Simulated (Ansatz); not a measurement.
One change: `OC[SiH2]F` becomes `F[SiH2]C[TeH]`.

Ansatz, PBE0-D4/def2-TZVP geometries, multiplicity 1. Each molecule was computed in one conformer, which needn't be the lowest.

Elements past krypton have def2 core potentials.

```json
{"property": "HOMO energy (ωB97M-V/def2-TZVPP) / eV", "`OC[SiH2]F`": "-10.09"}
{"property": "size of the dipole moment (B3LYP/def2-TZVPP) / D", "`OC[SiH2]F`": "1.23"}
{"property": "LUMO energy (PBE/def2-TZVPP) / eV", "`OC[SiH2]F`": "-0.93"}
{"property": "LUMO energy (PBE0/def2-TZVPP) / eV", "`OC[SiH2]F`": "-0.03"}
{"property": "HOMO–LUMO gap (PBE/def2-TZVPP) / eV", "`OC[SiH2]F`": "5.26"}
{"property": "HOMO–LUMO gap (ωB97M-V/def2-TZVPP) / eV", "`OC[SiH2]F`": "11.76"}
```

Question: Give the same properties after the change, and the shifts. (An estimate is asked.)

Answer: The calculation gave: 
```json
{"property": "HOMO energy (ωB97M-V/def2-TZVPP) / eV", "`F[SiH2]C[TeH]`": "-8.41", "shift": "1.68"}
{"property": "size of the dipole moment (B3LYP/def2-TZVPP) / D", "`F[SiH2]C[TeH]`": "1.72", "shift": "0.49"}
{"property": "LUMO energy (PBE/def2-TZVPP) / eV", "`F[SiH2]C[TeH]`": "-1.73", "shift": "-0.80"}
{"property": "LUMO energy (PBE0/def2-TZVPP) / eV", "`F[SiH2]C[TeH]`": "-0.91", "shift": "-0.88"}
{"property": "HOMO–LUMO gap (PBE/def2-TZVPP) / eV", "`F[SiH2]C[TeH]`": "3.53", "shift": "-1.73"}
{"property": "HOMO–LUMO gap (ωB97M-V/def2-TZVPP) / eV", "`F[SiH2]C[TeH]`": "9.29", "shift": "-2.47"}
```

With PBE0 the HOMO rises by 1.44 eV and the LUMO falls by 0.88 eV, so the gap narrows by about 2.32 eV. PBE moves the HOMO by 0.93 eV and ωB97M-V by 1.68 eV. Dipoles are sizes alone; their direction can turn.

B3LYP here is the variant with VWN-RPA as its local correlation; programs differ in this.

Spin–orbit coupling is left out; it splits and shifts lone-pair levels of the heavy atoms by tenths of an eV.
